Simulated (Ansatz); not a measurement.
Basis sets compared for Zn10O10 (the lowest singlet isomer of a short search). Total charge 0; singlet. Geometry r2SCAN-D4/def2-SVP. Ansatz on 2 threads of AMD EPYC 7R13 on a shared host and a share (18 GiB) of an NVIDIA H100 80GB HBM3; times are rough, and most runs start from earlier orbitals.

```csv
atom,x (Å),y (Å),z (Å)
Zn1,-0.8628,3.3705,1.8745
Zn2,-0.5502,2.9656,-1.3969
Zn3,1.3104,-3.4639,-2.1146
Zn4,0.4366,-0.7235,-1.0648
Zn5,-0.8379,-2.5439,-3.1951
Zn6,1.8586,-2.0613,0.8957
Zn7,-1.1578,1.3725,3.7470
Zn8,0.6936,1.4219,0.4041
Zn9,0.5233,-1.0924,2.9747
Zn10,-1.2096,0.8533,-2.6514
O11,0.1607,-4.0244,-3.3732
O12,0.5084,1.1811,-1.5267
O13,-1.1016,-0.9927,-2.3585
O14,0.1128,3.2631,0.3713
O15,1.7964,-2.1771,-0.9721
O16,-1.7884,2.5784,-2.6684
O17,-0.6441,-0.2543,4.0643
O18,0.6337,-0.3483,0.9405
O19,-1.6533,3.0623,3.4079
O20,1.7715,-2.3869,2.6415
```

Single mean-field runs in def2-SVP, def2-TZVP are fitted with def2-universal-jkfit. The structure comes from a short search, and lower isomers may exist.

Binding counts from free atoms (Zn singlet, O triplet) in the same basis, without a counterpoise term.

| level | functions | energy (Eh) | HOMO (eV) | LUMO (eV) | binding per atom (eV) | wall time |
| --- | --- | --- | --- | --- | --- | --- |
| PBE-D4/def2-SVP (with forces) | 450 | -18540.0371 | -4.73 | -3.53 | 3.20 | 3.6 s |
| PBE0-D4/def2-SVP | 450 | -18540.2396 | -6.04 | -2.73 | 2.97 | 5.5 s |

Question: Estimate the rows for PBE-D4/def2-TZVP, PBE0-D4/def2-TZVP.

Answer: 
| level | functions | energy (Eh) | HOMO (eV) | LUMO (eV) | binding per atom (eV) | wall time |
| --- | --- | --- | --- | --- | --- | --- |
| PBE-D4/def2-TZVP | 790 | -18543.5774 | -5.46 | -3.95 | 2.97 | 5.5 s |
| PBE0-D4/def2-TZVP | 790 | -18543.6891 | -6.69 | -3.09 | 2.80 | 6 s |
